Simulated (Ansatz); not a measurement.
AlH4SbSi (`[AlH]1[SiH2][SbH]1`). Charge 0, multiplicity 1. Sb takes the def2 core potential.

Cartesian coordinates in Å:
```
Al -0.137 -0.238 1.269
Si -0.561 0.571 -0.900
Sb 0.998 -1.533 -0.665
H -0.159 -0.150 2.844
H -0.024 1.747 -1.636
H -1.814 0.099 -1.545
H 1.696 -0.496 0.634
```

Question: What are the harmonic wavenumbers in cm⁻¹ at PBE0-D4/def2-TZVP (Ansatz, finite differences of forces, unscaled)? (Estimate.)

Answer: Ansatz gave: 247, 277, 378, 389, 437, 455, 463, 538, 586, 798, 932, 1610, 1948, 2201, 2226.

Question: Is this a minimum?

Answer: Yes, all 15 modes are real.

Question: Give the ideal-gas thermochemistry at 298.15 K and 1 bar (rigid rotor, harmonic oscillator; point group C1, symmetry number 1).

Answer: Zero-point energy 80.7 kJ/mol; H(298) − E = 98.1 kJ/mol; entropy 325.6 J/(mol·K), of which translation 173.7, rotation 113.8, vibration 38.1; G(298) − E = 1.0 kJ/mol.

Question: And at 400, 500, 600, 800 and 1000 K?

Answer: 
| T (K) | H − E (kJ/mol) | S (J/mol/K) | G − E (kJ/mol) |
| --- | --- | --- | --- |
| 400 | 108.2 | 354.5 | -33.6 |
| 500 | 119.1 | 378.8 | -70.3 |
| 600 | 130.8 | 400.1 | -109.3 |
| 800 | 156.0 | 436.3 | -193.1 |
| 1000 | 182.9 | 466.3 | -283.4 |

Question: Rotational constants (cm⁻¹)?

Answer: 0.1747, 0.07583, 0.05443.
